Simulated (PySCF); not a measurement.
Excitation energy of Sb by level of theory

Sb [Kr] 4d10 5s2 5p3 (4S) → Sb [Kr] 4d10 5s2 5p2 6s1 (4P), as a difference of total energies. Calculation: PySCF 2.14, in aug-cc-pVQZ-PP with ECP28MDF (7s7p5d3f2g, 92 functions); scalar relativity through the core potential. Correlated levels: valence: 4s2 4p6 4d10 frozen. The calculations carry no spin-orbit coupling.

```tsv
method	excitation energy (eV)	error (eV)
UHF	5.634	-0.155
LDA	5.624	-0.165
PBE	5.551	-0.238
PBE0	5.706	-0.083
r2SCAN	5.943	+0.154
LC-wPBE	5.939	+0.150
TPSSh	5.776	-0.013
B2PLYP	5.696	-0.093
MP2 (valence)	5.838	+0.049
SCS-MP2 (valence)	5.794	+0.005
```

Reference: 5.789 eV (measured; NIST levels, between the centres of gravity of the two terms).

Errors of the correlated levels include the incompleteness of this basis and the frozen core.
